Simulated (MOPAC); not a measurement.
Input file for MOPAC: PM7 on C2H6OSi (a complex), monomers drawn apart or pushed together.

```
PM7 1SCF PRECISE CHARGE=0 THREADS=1
C2H6OSi

C      0.50698490 1    -0.51613621 1     0.12668208 1
O      1.02715108 1     0.04598754 1    -0.69681526 1
C     -0.93007016 1    -1.06519067 1     4.23641814 1
Si    -0.06404495 1     0.58527396 1     4.03949678 1
H     -0.93421156 1    -1.60974642 1     3.29130943 1
H     -1.96465140 1    -0.92556739 1     4.55508646 1
H     -0.42690480 1    -1.68133316 1     4.98380942 1
H      1.34263969 1     0.39531370 1     3.60781579 1
H     -0.05689704 1     1.33024892 1     5.32292316 1
H     -0.74766245 1     1.42237968 1     3.02309138 1
```

Program output:

```
*******************************************************************************
 **                                                                           **
 **                              MOPAC v23.2.5                                **
 **                                                                           **
 *******************************************************************************
 ** MOPAC's Digital Object Identifier: https://doi.org/10.5281/zenodo.6511958 **
 **                                                                           **
 ** Please cite the open-source release paper for use of this MOPAC version:  **
 ** J. E. Moussa and J. J. P. Stewart (2026)                                  **
 ** MOPAC: An open-source semiempirical molecular orbital program             **
 ** J. Open Source Softw., 11(119), 8025, https://doi.org/10.21105/joss.08025 **
 *******************************************************************************

                              PM7 CALCULATION RESULTS

 *******************************************************************************
 *  PM7        - The PM7 Hamiltonian to be used
 *
 *
 *
 *                 CHARGE ON SYSTEM = 0
 *
 *
 *
 *  PRECISE    - TIGHTER CRITERIA TO BE USED
 *  1SCF       - DO 1 SCF AND THEN STOP
 *  THREADS=1  - MULTI-THREADING NOT USED
 *  T=         - A TIME OF 172800.0 SECONDS REQUESTED
 *  DUMP=N     - RESTART FILE WRITTEN EVERY 7200.0 SECONDS REQUESTED
 *******************************************************************************
PM7 1SCF PRECISE CHARGE=0 THREADS=1
 C2H6OSi

   ATOM   CHEMICAL          X               Y               Z
  NUMBER   SYMBOL      (ANGSTROMS)     (ANGSTROMS)     (ANGSTROMS)

     1       C          0.50698490  *  -0.51613621  *   0.12668208  *
     2       O          1.02715108  *   0.04598754  *  -0.69681526  *
     3       C         -0.93007016  *  -1.06519067  *   4.23641814  *
     4      Si         -0.06404495  *   0.58527396  *   4.03949678  *
     5       H         -0.93421156  *  -1.60974642  *   3.29130943  *
     6       H         -1.96465140  *  -0.92556739  *   4.55508646  *
     7       H         -0.42690480  *  -1.68133316  *   4.98380942  *
     8       H          1.34263969  *   0.39531370  *   3.60781579  *
     9       H         -0.05689704  *   1.33024892  *   5.32292316  *
    10       H         -0.74766245  *   1.42237968  *   3.02309138  *



          CARTESIAN COORDINATES

    NO.       ATOM           X           Y           Z

     1         C          0.5070     -0.5161      0.1267
     2         O          1.0272      0.0460     -0.6968
     3         C         -0.9301     -1.0652      4.2364
     4        Si         -0.0640      0.5853      4.0395
     5         H         -0.9342     -1.6097      3.2913
     6         H         -1.9647     -0.9256      4.5551
     7         H         -0.4269     -1.6813      4.9838
     8         H          1.3426      0.3953      3.6078
     9         H         -0.0569      1.3302      5.3229
    10         H         -0.7477      1.4224      3.0231

 General Reference for PM7:
 "Optimization of Parameters for Semiempirical Methods VI: More Modifications to the
 NDDO Approximations and Re-optimization of Parameters", J. J. P. Stewart, J. Mol. Mod., 1:32, 19 (2013)
 https://link.springer.com/article/10.1007/s00894-012-1667-x

           Empirical Formula: C2 H6 O Si  =    10 atoms



      MOLECULAR POINT GROUP   :   Cs


      RHF CALCULATION, NO. OF DOUBLY OCCUPIED LEVELS = 12


 -------------------------------------------------------------------------------
 PM7 1SCF PRECISE CHARGE=0 THREADS=1
 C2H6OSi



     1SCF WAS SPECIFIED, SO BFGS WAS NOT USED
     SCF FIELD WAS ACHIEVED


                              PM7 CALCULATION
                                                       MOPAC v23.2.5 Linux




          FINAL HEAT OF FORMATION =        -23.42196 KCAL/MOL =     -97.99749 KJ/MOL


          COSMO AREA              =        141.71 SQUARE ANGSTROMS
          COSMO VOLUME            =        127.44 CUBIC ANGSTROMS

          IONIZATION POTENTIAL    =         11.823227 EV
          HOMO LUMO ENERGIES (EV) =        -11.823  1.672
          NO. OF FILLED LEVELS    =         12
          MOLECULAR WEIGHT        =         74.1543         POINT GROUP:  Cs

          MOLECULAR DIMENSIONS (Angstroms)

            Atom       Atom       Distance
            H     9    O     2     6.24994
            H     7    H    10     3.48598
            H     6    H     8     3.33595


          SCF CALCULATIONS        =          1





   ATOM   CHEMICAL          X               Y               Z
  NUMBER   SYMBOL      (ANGSTROMS)     (ANGSTROMS)     (ANGSTROMS)

     1       C          0.50698490  *  -0.51613621  *   0.12668208  *
     2       O          1.02715108  *   0.04598754  *  -0.69681526  *
     3       C         -0.93007016  *  -1.06519067  *   4.23641814  *
     4      Si         -0.06404495  *   0.58527396  *   4.03949678  *
     5       H         -0.93421156  *  -1.60974642  *   3.29130943  *
     6       H         -1.96465140  *  -0.92556739  *   4.55508646  *
     7       H         -0.42690480  *  -1.68133316  *   4.98380942  *
     8       H          1.34263969  *   0.39531370  *   3.60781579  *
     9       H         -0.05689704  *   1.33024892  *   5.32292316  *
    10       H         -0.74766245  *   1.42237968  *   3.02309138  *

                             CARTESIAN COORDINATES

   1    C        0.506984900    -0.516136210     0.126682080
   2    O        1.027151080     0.045987540    -0.696815260
   3    C       -0.930070160    -1.065190670     4.236418140
   4   Si       -0.064044950     0.585273960     4.039496780
   5    H       -0.934211560    -1.609746420     3.291309430
   6    H       -1.964651400    -0.925567390     4.555086460
   7    H       -0.426904800    -1.681333160     4.983809420
   8    H        1.342639690     0.395313700     3.607815790
   9    H       -0.056897040     1.330248920     5.322923160
  10    H       -0.747662450     1.422379680     3.023091380


           Empirical Formula: C2 H6 O Si  =    10 atoms



      MOLECULAR POINT GROUP   :   Cs


                  EIGENVALUES
 -33.18463 -25.50098 -19.76010 -17.12599 -15.33402 -15.33216 -14.31530 -14.31010
 -12.26110 -12.16870 -12.16414 -11.82323   1.67214   1.68156   1.78915   2.52491
   2.54071   5.65355   5.69077   5.72847   6.95836   8.04416  21.19605  21.20565
  22.02824  22.03864  22.47457


              NET ATOMIC CHARGES AND DIPOLE CONTRIBUTIONS

  ATOM NO.   TYPE          CHARGE      No. of ELECS.   s-Pop       p-Pop       d-Pop
    1          C           0.427631        3.5724     1.78096     1.79141
    2          O          -0.427374        6.4274     1.82403     4.60334
    3          C          -0.637335        4.6373     1.04812     3.58921
    4         Si           0.052867        3.9471     0.90240     2.90516     0.13957
    5          H           0.174353        0.8256     0.82565
    6          H           0.166792        0.8332     0.83321
    7          H           0.166835        0.8332     0.83317
    8          H           0.027123        0.9729     0.97288
    9          H           0.021976        0.9780     0.97802
   10          H           0.027131        0.9729     0.97287
 DIPOLE           X         Y         Z       TOTAL
 POINT-CHG.    -0.863    -0.805     1.573     1.966
 HYBRID         0.326     0.028    -1.045     1.095
 SUM           -0.538    -0.777     0.527     1.082


          ATOMIC ORBITAL ELECTRON POPULATIONS

     Atom    s        px        py        pz      x^2-y^2     xz        z^2       yz        xy
    1  C   1.78096   0.54364   0.56025   0.68752
    2  O   1.82403   1.54098   1.53915   1.52321
    3  C   1.04812   1.18974   1.21565   1.18383
    4 Si   0.90240   0.99057   0.88434   1.03026   0.03620   0.01534   0.02024   0.04125   0.02653
    5  H   0.82565
    6  H   0.83321
    7  H   0.83317
    8  H   0.97288
    9  H   0.97802
   10  H   0.97287

 **********************
 *                    *
 * JOB ENDED NORMALLY *
 *                    *
 **********************




 == MOPAC DONE ==
```

The run finished.

Cost: very roughly 0.020 core-seconds.
